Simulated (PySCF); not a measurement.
C$_{6}$H$_{15}$Al, charge +1, doublet, at a GFN2-xTB geometry (such geometries of metal compounds can be far from the true shape) (a state made from the parent by changing its charge; the spin is typed, not shown lowest); MN15/STO-3G (PySCF).

Input for PySCF:
```python
from pyscf import gto, scf, dft

mol = gto.Mole()
mol.atom = '''
    Al    0.19661405   -0.05331826    0.17407201
    C     1.68709597    0.39640440   -1.13334327
    C     1.26035733    1.27147328   -2.30272829
    H     2.11377412   -0.55000735   -1.49237019
    H     2.45728312    0.89530478   -0.52521702
    H     0.85716418    2.22648330   -1.96818168
    H     0.52238559    0.77761513   -2.93259019
    H     2.13096368    1.48440644   -2.92774951
    C    -1.80620961   -0.02486463   -0.06557341
    C    -2.24185758    0.35361927   -1.47983326
    H    -2.22899206    0.67950236    0.66572005
    H    -2.18556903   -1.02332334    0.19812894
    H    -1.85925705   -0.34951850   -2.21908317
    H    -1.91414702    1.35746478   -1.74708870
    H    -3.33144673    0.33647946   -1.54397194
    C     0.97063301   -0.60736383    1.98551462
    C    -0.08067415   -1.33021662    2.80574581
    H     1.32020900    0.29992069    2.49113207
    H     1.84107896   -1.24233522    1.77958258
    H    -0.39294165   -2.26153323    2.33450316
    H    -0.95957689   -0.70943876    2.98150980
    H     0.33701914   -1.58219434    3.78404649
'''
mol.basis = 'sto-3g'
mol.charge = 1
mol.spin = 1
mol.verbose = 4
mol.build()

mf = dft.UKS(mol)
mf.xc = 'mn15'
mf.grids.level = 5
mf.kernel()
```

Output, abridged:

```
PySCF version 2.14.0

[INPUT] verbose = 4
[INPUT] num. atoms = 22
[INPUT] num. electrons = 63
[INPUT] charge = 1
[INPUT] spin (= nelec alpha-beta = 2S) = 1
[INPUT] symmetry False subgroup None
[INPUT] Mole.unit = angstrom
[INPUT] Symbol           X                Y                Z      unit          X                Y                Z       unit  Magmom
[...]
nuclear repulsion = 353.282689937725
number of shells = 38
number of NR pGTOs = 162
number of NR cGTOs = 54
basis = sto-3g
ecp = {}

******** <class 'pyscf.dft.uks.UKS'> ********
method = UKS
initial guess = minao
damping factor = 0
level_shift factor = 0
DIIS = <class 'pyscf.scf.diis.CDIIS'>
diis_start_cycle = 1
diis_space = 8
diis_damp = 0
SCF conv_tol = 1e-09
SCF conv_tol_grad = None
SCF max_cycles = 50
direct_scf = True
direct_scf_tol = 1e-13
number electrons alpha = 32  beta = 31
XC library pyscf.dft.libxc version 7.1.2
    S. Lehtola, C. Steigemann, M. J. T. Oliveira, and M. A. L. Marques,  SoftwareX 7, 1–5 (2018)
XC functionals = mn15
    H. S. Yu, X. He, S. L. Li, and D. G. Truhlar,  Chem. Sci. 7, 5032–5051 (2016)
    H. S. Yu, X. He, S. L. Li, and D. G. Truhlar,  Chem. Sci. 7, 5032–5051 (2016)
radial grids:
    Treutler-Ahlrichs [JCP 102, 346 (1995); DOI:10.1063/1.469408] (M4) radial grids

becke partition: Becke, JCP 88, 2547 (1988); DOI:10.1063/1.454033
pruning grids: <function nwchem_prune>
grids dens level: 5
symmetrized grids: False
atomic radii adjust function: <function treutler_atomic_radii_adjust>
small_rho_cutoff = 0
Set gradient conv threshold to 3.16228e-05
tot grids = 654016
init E= -472.222541770596

cycle= 1 E= -471.925769390012  delta_E= 0.297  |g|= 0.228  |ddm|= 3.79
cycle= 2 E= -471.944538682693  delta_E= -0.0188  |g|= 0.174  |ddm|= 0.619
cycle= 3 E= -471.96450649297  delta_E= -0.02  |g|= 0.0285  |ddm|= 0.278
cycle= 4 E= -471.965045462948  delta_E= -0.000539  |g|= 0.0116  |ddm|= 0.0555
cycle= 5 E= -471.965150190648  delta_E= -0.000105  |g|= 0.00537  |ddm|= 0.0271
cycle= 6 E= -471.965171265405  delta_E= -2.11e-05  |g|= 0.00136  |ddm|= 0.00842
cycle= 7 E= -471.965175429879  delta_E= -4.16e-06  |g|= 0.00101  |ddm|= 0.00644
cycle= 8 E= -471.96517725491  delta_E= -1.83e-06  |g|= 0.00052  |ddm|= 0.00375
cycle= 9 E= -471.965178086653  delta_E= -8.32e-07  |g|= 0.000427  |ddm|= 0.00275
cycle= 10 E= -471.965178877364  delta_E= -7.91e-07  |g|= 0.000303  |ddm|= 0.00334
cycle= 11 E= -471.965179729512  delta_E= -8.52e-07  |g|= 5.04e-05  |ddm|= 0.00736
cycle= 12 E= -471.965179754105  delta_E= -2.46e-08  |g|= 1.01e-05  |ddm|= 0.00127
cycle= 13 E= -471.965179754586  delta_E= -4.8e-10  |g|= 6.96e-06  |ddm|= 0.000119
Extra cycle  E= -471.96517975462  delta_E= -3.46e-11  |g|= 6.67e-06  |ddm|= 2.38e-05
converged SCF energy = -471.96517975462  <S^2> = 0.75563688  2S+1 = 2.005629
```
